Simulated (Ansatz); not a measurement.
The first iterations of a band of H4OS2Si (8 atoms, charge 0, multiplicity 1).

The calculation used RKS B3LYP-D4/STO-3G (Ansatz 0.2.0).

```yaml
movable_images: 5
climbing_image: yes
spring: 5.0 eV/Å²
optimiser: quadratic models (default)
start_path: through a guess of the saddle point
force_threshold: 0.05 eV/Å
iteration_limit: 60
end_points: relaxed
```

Image 0:

```xyz
8
Properties=species:S:1:pos:R:3
O -1.759 1.595 -0.130
S -0.840 0.939 -1.467
S 1.070 0.744 -0.565
Si 0.815 -1.143 0.421
H -1.605 2.614 -0.230
H -0.265 -1.099 1.383
H 2.047 -1.447 1.114
H 0.537 -2.202 -0.525
```

Image 6:

```xyz
8
Properties=species:S:1:pos:R:3
O -1.384 1.714 -1.287
S -0.634 1.935 0.279
S 1.249 1.010 -0.050
Si 0.745 -1.009 0.471
H -1.877 0.810 -1.172
H 0.389 -1.132 1.869
H 1.890 -1.848 0.201
H -0.378 -1.482 -0.312
```

| iteration | highest image above the first end (eV) | largest band force component (eV/Å) |
| --- | --- | --- |
| 1 | 23.302 | 108.482 |
| 2 | 10.338 | 54.254 |
| 3 | 3.912 | 24.585 |
| 4 | 1.430 | 11.059 |
| 5 | 0.481 | 4.302 |

Question: Does the band converge within its limit, and where does its top end?

Answer: The forces met the threshold. It ended after 15 iterations with the highest image 0.237 eV above the first end. A vibrational analysis at the climbing image gives one clearly imaginary mode, 63i cm⁻¹: a first-order saddle point. Limits of this set-up: minimal basis.

Time of the run: 2.6 min on 1 thread of Intel(R) Xeon(R) Processor @ 2.70GHz, on a shared host, peak memory 0.12 GiB.
